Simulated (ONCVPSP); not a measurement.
## Al (Z = 13), ONCV: configuration errors across variants

aluminium (Al), optimised norm-conserving Vanderbilt (ONCV), made with ONCVPSP 4.0.1 (PBE, scalar-relativistic). Core [Ne], reference 3s2 3p1. Waves: 3s: rc 1.95 bohr, ncon 4, nbas 7, qcut 4 1/bohr, 2 projectors, debl 0.4 Ha; 3p: rc 1.90 bohr, ncon 4, nbas 7, qcut 3.8 1/bohr, 2 projectors, debl 3.8 Ha. Local part: polynomial inside 1.70 bohr (lpopt 5, dvloc0 1 Ha). Core correction: Teter function, fcfact 2.75, rcfact 1.65.

All-electron excitation energies from the reference (eV): (1) 3s2 3p0 5.761; (2) 3s1 3p0 24.987; (3) 3s2 3p0.5 2.086; (4) 3s1 3p1 11.571.

1 further variants failed, have other tests or too few solved ones, and are left out.

A true bound ghost makes a file unfit for plane-wave use even where its test errors are small: the radial tests pick states by their node count and pass the ghost by.

Errors AE − PS in meV (a dash: test not solved or not reliable):

```tsv
change	(1)	(2)	(3)	(4)	bound ghosts	GHOST(+) flags above zero
base	-3.5	-60	-0.2	-10	none	none
all radii but the core radius scaled by about 0.84 (s 1.64, p 1.60 bohr); local potential polynomial inside 1.44 bohr (lpopt 5, dvloc0 1 Ha)	-3.7	-66	-0.2	-10	s	p
all radii but the core radius scaled by about 0.90 (s 1.76, p 1.72 bohr); local potential polynomial inside 1.54 bohr (lpopt 5, dvloc0 1 Ha)	-3.5	-61	-0.2	-9.8	none	s
all radii but the core radius scaled by about 1.04 (s 2.04, p 1.98 bohr); local potential polynomial inside 1.78 bohr (lpopt 5, dvloc0 1 Ha)	-3.5	-60	-0.2	-10	none	none
all radii but the core radius scaled by about 1.12 (s 2.18, p 2.12 bohr); local potential polynomial inside 1.90 bohr (lpopt 5, dvloc0 1 Ha)	-3.5	-60	-0.2	-11	none	none
all radii but the core radius scaled by about 1.18 (s 2.30, p 2.24 bohr); local potential polynomial inside 2.00 bohr (lpopt 5, dvloc0 1 Ha)	-3.4	-61	-0.2	-12	none	none
all radii but the core radius scaled by about 1.23 (s 2.40, p 2.34 bohr); local potential polynomial inside 2.10 bohr (lpopt 5, dvloc0 1 Ha)	-3.4	-61	-0.2	-12	none	none
```

(1) Give the same row for: all radii but the core radius scaled by about 1.31 (s 2.56, p 2.50 bohr); local potential polynomial inside 2.24 bohr (lpopt 5, dvloc0 1 Ha).

Answers

(1) -3.4, -64, -0.2, -14; bound ghosts: none; GHOST(+) flags above zero: none.
